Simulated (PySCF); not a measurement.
BH5N, SMILES [NH3+]B, charge +1. Atoms are numbered in the order given.

```xyz
7

B      0.9218    -0.0087     0.0000
N     -0.6333    -0.0076     0.0000
H      1.4314     0.0060     1.0659
H      1.4314     0.0060    -1.0659
H     -0.9596     0.9693     0.0000
H     -1.0394    -0.4422     0.8337
H     -1.0394    -0.4422    -0.8337
```
Charge +1, spin multiplicity 1.

The structure is a stationary point at ωB97X-D3(BJ)/def2-TZVP. The isomer is the one that the SMILES or the coordinates give; other isomers of the formula were not compared.

Two levels are set side by side: PBE/pcSseg-2 (PySCF) and PBE0/pcSseg-2 (PySCF). GIAO shifts against BF3 (¹¹B), NH3 (¹⁵N), TMS (¹H) at the same level; non-relativistic, no solvent, atoms listed together averaged. Differences are taken from unrounded values.

| quantity | PBE0 |
|---|---|
| δ(¹¹B) of B1 (ppm) | 70.2 |
| δ(¹⁵N) of N2 (ppm) | 54.3 |
| δ(¹H) of H3, H4 (ppm) | 7.02 |

**Question.** What does PBE give, and how far is it from PBE0? (The exact figures need the calculation; the answer reports its results.)

**Answer.** 
```tsv
quantity	PBE	PBE minus PBE0
δ(¹¹B) of B1 (ppm)	73.9	3.7
δ(¹⁵N) of N2 (ppm)	60.6	6.3
δ(¹H) of H3, H4 (ppm)	7.19	0.17
```

Rough cost on one machine, each run with all the roots and properties that it gave: PBE0 against PBE within a factor of 2.
